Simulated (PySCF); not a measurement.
PBE0-D3(BJ)/def2-SVP geometry optimisation, IEF-PCM water with PySCF 2.14 and geomeTRIC: [Cr(N)F5]3-, charge -3, multiplicity 2. Start (model start, shaken):

```
7

Cr    0.0000    0.0045   -0.0041
N    -0.0134   -0.0068    1.5251
F     0.0009    0.0201   -1.7974
F     1.7807    0.0073    0.0053
F    -1.7884   -0.0140   -0.0004
F     0.0104    1.7698   -0.0069
F    -0.0285   -1.8093   -0.0276
```

```json
{"step": "0", "E − E(start) / kcal mol⁻¹": "0.00", "largest force / Eh bohr⁻¹": "0.08682"}
{"step": "1", "E − E(start) / kcal mol⁻¹": "-29.70", "largest force / Eh bohr⁻¹": "0.04984"}
{"step": "2", "E − E(start) / kcal mol⁻¹": "-33.10", "largest force / Eh bohr⁻¹": "0.02950"}
{"step": "3", "E − E(start) / kcal mol⁻¹": "-38.56", "largest force / Eh bohr⁻¹": "0.02076"}
{"step": "4", "E − E(start) / kcal mol⁻¹": "-36.44", "largest force / Eh bohr⁻¹": "0.01436"}
{"step": "5", "E − E(start) / kcal mol⁻¹": "-38.73", "largest force / Eh bohr⁻¹": "0.01799"}
{"step": "6", "E − E(start) / kcal mol⁻¹": "-39.34", "largest force / Eh bohr⁻¹": "0.01562"}
{"step": "7", "E − E(start) / kcal mol⁻¹": "-39.62", "largest force / Eh bohr⁻¹": "0.01204"}
{"step": "8", "E − E(start) / kcal mol⁻¹": "-39.66", "largest force / Eh bohr⁻¹": "0.00524"}
{"step": "9", "E − E(start) / kcal mol⁻¹": "-40.20", "largest force / Eh bohr⁻¹": "0.00411"}
{"step": "10", "E − E(start) / kcal mol⁻¹": "-40.34", "largest force / Eh bohr⁻¹": "0.00214"}
{"step": "11", "E − E(start) / kcal mol⁻¹": "-40.36", "largest force / Eh bohr⁻¹": "0.00138"}
{"step": "12", "E − E(start) / kcal mol⁻¹": "-40.36", "largest force / Eh bohr⁻¹": "0.00058"}
{"step": "13", "E − E(start) / kcal mol⁻¹": "-40.36", "largest force / Eh bohr⁻¹": "0.00030"}
```

The optimisation met its thresholds. End point:

```
7

Cr   -0.0112   -0.0227    0.1658
N    -0.0735   -0.1658    1.7120
F     0.0587    0.1800   -1.9807
F     1.8948   -0.0081    0.0185
F    -1.9010   -0.0070   -0.1163
F    -0.0067    1.8870    0.1217
F     0.0006   -1.8918   -0.2268
```

Metal–donor distances, start → end: N2 1.529 → 1.554 Å, F3 1.793 → 2.157 Å, F4 1.781 → 1.912 Å, F5 1.789 → 1.911 Å, F6 1.765 → 1.910 Å, F7 1.814 → 1.910 Å.

No frequencies were computed, so the end point may be a saddle point.

The job took 8 min on one thread of Intel Xeon Processor @ 2.50GHz (shared host), with 115 basis functions and a peak of 0.78 GiB, launched as `OMP_NUM_THREADS=1 python lf_run.py task.json out`.
